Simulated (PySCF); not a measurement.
**ECD: `InChI=1S/C5H9FSSi/c1-2-8-5-4(6)3-7-5/h2,4-5H,1,3,8H2/t4-,5+/m1/s1`**

Geometry (Å), atoms numbered from 1 in this order:
```xyz
17

C     3.5234   -0.2434    0.0527
C     2.2527   -0.6151    0.0905
Si    0.8116    0.4183   -0.5276
C    -0.6115    0.1844    0.7203
S    -1.2177   -1.5524    0.8934
C    -2.7655   -0.5874    0.7700
C    -2.0040    0.6463    0.3045
F    -2.4077    1.8096    0.9153
H     3.8198    0.7152   -0.3413
H     4.3237   -0.8731    0.4108
H     2.0115   -1.5909    0.4980
H     1.1096    1.8512   -0.5867
H     0.3214   -0.0705   -1.8224
H    -0.3762    0.5554    1.7187
H    -3.4893   -1.0024    0.0734
H    -3.2138   -0.4534    1.7533
H    -2.0949    0.8203   -0.7731
```

Theory: PySCF 2.14.0, TDDFT B3LYP/def2-SVPD circular dichroism and optical rotation, one conformer, gas phase. Geometry: GFN2-xTB.

The molecule is flexible and this is one conformer; a measurement averages over conformers. States above about 6.4 eV (minus the energy of the highest occupied orbital) lie near or above the ionisation threshold and depend on the basis.

Question: What are the CIP labels of the stereocentres?

Answer: C4 R, C7 R.

Question: Which excitations and rotatory strengths does the calculation give?

Answer: Rotatory strengths R in 10⁻⁴⁰ esu² cm², velocity form and length form (origin at the centre of mass); f in length form.
| state | E (eV) | λ (nm) | f | R (velocity) | R (length) | main |
| --- | --- | --- | --- | --- | --- | --- |
| 1 | 4.55 | 273 | 0.002 | -0.3 | -0.5 | HOMO→LUMO+1 0.82, HOMO→LUMO 0.15 |
| 2 | 4.86 | 255 | 0.011 | -7.7 | -7.4 | HOMO→LUMO 0.84, HOMO→LUMO+1 0.16 |
| 3 | 5.40 | 230 | 0.017 | +4.7 | +4.5 | HOMO→LUMO+2 0.92 |
| 4 | 5.87 | 211 | 0.015 | -16.8 | -17.4 | HOMO→LUMO+3 0.94 |
| 5 | 6.24 | 199 | 0.016 | -1.7 | +1.2 | HOMO→LUMO+4 0.49, HOMO→LUMO+5 0.49 |
| 6 | 6.39 | 194 | 0.009 | -3.3 | -3.2 | HOMO→LUMO+5 0.46, HOMO→LUMO+4 0.45 |
| 7 | 6.57 | 189 | 0.018 | -58.0 | -58.6 | HOMO−3→LUMO 0.72, HOMO−4→LUMO 0.13 |
| 8 | 6.67 | 186 | 0.008 | +7.0 | +7.1 | HOMO−1→LUMO+1 0.71, HOMO→LUMO+6 0.10 |

For state 5 the two forms differ in sign, so the sign of R isn't settled.

Among the states computed, the strongest CD band (largest |R|) is state 7. The largest dissymmetry factor in size, g = 4R/(D+G), with D and G the electric and magnetic dipole strengths, is -0.031 for state 7 (velocity form, f = 0.019), among bands with |R| over 0.5. The mirror image has the same energies and oscillator strengths and all R with the opposite sign.
